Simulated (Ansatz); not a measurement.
Molecule: bromo(dimethoxy)borane, C$_{2}$H$_{6}$BBrO$_{2}$, charge 0, multiplicity 1. 
Coordinates optimised at B3LYP-D3(BJ)/def2-TZVP (Ansatz, a program for electronic structure):
SMILES: COB(Br)OC
```xyz
12

C      2.5118    -0.0751    -0.7059
O      1.2549    -0.2633    -1.3452
B      0.0544    -0.1685    -0.7487
Br    -0.0853     0.2639     1.1729
O     -1.0489    -0.3741    -1.4877
C     -2.3871    -0.3108    -1.0089
H      3.2776    -0.2217    -1.4645
H      2.5922     0.9321    -0.2953
H      2.6511    -0.7984     0.0984
H     -2.5545    -1.0488    -0.2236
H     -2.6134     0.6817    -0.6173
H     -3.0363    -0.5253    -1.8551
```

Basis-set convergence of Hartree-Fock and CCSD(T) correlation energies (hartree) with Ansatz. Cores are frozen in the correlated levels unless marked. Spin-orbit coupling is left out. The frozen core is the preceding noble-gas configuration, with the filled d and f shells of earlier blocks. No relativistic terms.

```json
[
 {"basis": "aug-cc-pVDZ", "functions": "205", "E(HF)": "-2826.18490", "E(corr, CCSD(T))": "-0.97335"},
 {"basis": "aug-cc-pVTZ", "functions": "427", "E(HF)": "(withheld)", "E(corr, CCSD(T))": "(withheld)"}
]
```

Complete the blanks.


- aug-cc-pVTZ, E(HF): -2826.33020
- aug-cc-pVTZ, E(corr, CCSD(T)): -1.18385
